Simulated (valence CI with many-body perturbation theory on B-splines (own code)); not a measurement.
**Which ion has this spectrum?**

A relativistic CI+MBPT calculation for an atom or ion with 31 electrons gives these levels (eV):

| J | Parity | E | g |
| --- | --- | --- | --- |
| 1/2 | odd | 0.0000 | 0.67 |
| 3/2 | odd | 0.1010 | 1.33 |
| 1/2 | even | 3.066 | 2.00 |
| 1/2 | odd | 4.081 | 0.67 |
| 3/2 | odd | 4.094 | 1.33 |
| 3/2 | even | 4.287 | 0.80 |
| 5/2 | even | 4.288 | 1.20 |
| 1/2 | even | 4.638 | 2.00 |
| 1/2 | even | 4.649 | 2.67 |
| 3/2 | even | 4.694 | 1.73 |
| 5/2 | even | 4.764 | 1.60 |
| 1/2 | odd | 4.982 | 0.67 |
| 3/2 | odd | 4.987 | 1.33 |
| 3/2 | even | 5.035 | 0.80 |

The energies are calculated, with errors of about 130 cm⁻¹, more in some levels.

Question: Which is it?
A. Se3+
B. Ge+
C. Ga
D. As2+

Answer: C. Ga, ground level 4s²4p ²P°_1/2.
